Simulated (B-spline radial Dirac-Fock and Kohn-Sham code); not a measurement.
The free nickel atom: differential elastic cross section for electrons at 100 keV

Level of theory: relativistic (Dirac) partial waves in the static field of the Dirac-Fock atom with Furness-McCarthy exchange, without polarisation or absorption potentials; a B-spline atomic structure program.

Input of the calculation (task.json; shells as n, l, electrons):

```json
{"items": [{
  "Z": 28,
  "q": 0,
  "cfg": [[1, 0, 2], [2, 0, 2], [2, 1, 6], [3, 0, 2], [3, 1, 6], [3, 2, 8], [4, 0, 2]],
  "A": 58,
  "rrms": 3.7757,
  "do": "elastic",
  "energies": [[100000, 0]],
  "theta": [0, 1, 2, 3, 5, 7, 10, 15, 20, 25, 30, 40, 50, 60, 70, 80, 90, 100, 110, 120, 130, 140, 150, 160, 170, 180]
}]}
```

Command: `python xray2_run.py task.json out`

| θ (°) | dσ/dΩ (a₀²/sr) | Sherman function |
| --- | --- | --- |
| 0 | 212 | 0.000 |
| 1 | 45.3 | 0.000 |
| 2 | 11.3 | 0.000 |
| 3 | 3.77 | 0.000 |
| 5 | 0.676 | 0.000 |
| 7 | 0.206 | 0.000 |
| 10 | 0.0586 | 0.000 |
| 15 | 0.0133 | 0.000 |
| 20 | 0.00450 | -0.001 |
| 25 | 0.00194 | -0.002 |
| 30 | 0.000975 | -0.004 |
| 40 | 0.000331 | -0.010 |
| 50 | 0.000145 | -0.018 |
| 60 | 7.39e-05 | -0.029 |
| 70 | 4.23e-05 | -0.040 |
| 80 | 2.63e-05 | -0.052 |
| 90 | 1.75e-05 | -0.063 |
| 100 | 1.23e-05 | -0.072 |
| 110 | 9.09e-06 | -0.079 |
| 120 | 7.02e-06 | -0.082 |
| 130 | 5.65e-06 | -0.080 |
| 140 | 4.73e-06 | -0.073 |
| 150 | 4.12e-06 | -0.060 |
| 160 | 3.73e-06 | -0.043 |
| 170 | 3.52e-06 | -0.023 |
| 180 | 3.46e-06 | 0.000 |

The total elastic cross section is 0.226 a₀², the first transport cross section 0.000724 a₀² and the second, weighted with (3/2) sin²θ, 0.00186 a₀². The mean deflection is ⟨1 − cos θ⟩ = 0.00320, and 0.022 % of the collisions scatter beyond 90°.
